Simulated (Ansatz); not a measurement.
`[OH][Ge]([F])([Cl])[Cl]` and `[F][Ge]([Cl])([Cl])[I]` differ in one atom or group.

Ansatz, PBE0-D4/def2-TZVP geometries, multiplicity 1. Each molecule was computed in one conformer, which needn't be the lowest.

Elements past krypton have def2 core potentials. Scalar relativity is left out up to krypton.

| property | `[OH][Ge]([F])([Cl])[Cl]` |
| --- | --- |
| LUMO energy (PBE/def2-TZVPP) / eV | -2.49 |
| LUMO energy (PBE0/def2-TZVPP) / eV | -1.45 |
| HOMO energy (PBE0/def2-TZVPP) / eV | -9.80 |
| zero-point energy (PBE0-D4/def2-TZVP) / kJ/mol | 49.8 |
| HOMO energy (B3LYP/def2-TZVPP) / eV | -9.49 |
| ideal-gas entropy at 298 K and 1 bar (rigid rotor, harmonic PBE0-D4/def2-TZVP) / J/(mol·K) | 361 |

(1) Give the same properties after the change, and the shifts. (Best estimate.)

## Answers

(1) The calculation gave: 
| property | `[F][Ge]([Cl])([Cl])[I]` | shift |
| --- | --- | --- |
| LUMO energy (PBE/def2-TZVPP) / eV | -3.42 | -0.93 |
| LUMO energy (PBE0/def2-TZVPP) / eV | -2.55 | -1.10 |
| HOMO energy (PBE0/def2-TZVPP) / eV | -8.55 | 1.25 |
| zero-point energy (PBE0-D4/def2-TZVP) / kJ/mol | 15.9 | -33.9 |
| HOMO energy (B3LYP/def2-TZVPP) / eV | -8.28 | 1.21 |
| ideal-gas entropy at 298 K and 1 bar (rigid rotor, harmonic PBE0-D4/def2-TZVP) / J/(mol·K) | 379 | 18 |

With PBE0 the HOMO rises by 1.25 eV and the LUMO falls by 1.10 eV, so the gap narrows by about 2.35 eV. PBE moves the HOMO by 0.90 eV and ωB97M-V by 1.38 eV. The zero-point energy changes by -33.9 kJ/mol with -3 modes.

B3LYP here is the variant with VWN-RPA as its local correlation; programs differ in this.

Spin–orbit coupling is left out; it splits and shifts lone-pair levels of the heavy atoms by tenths of an eV.
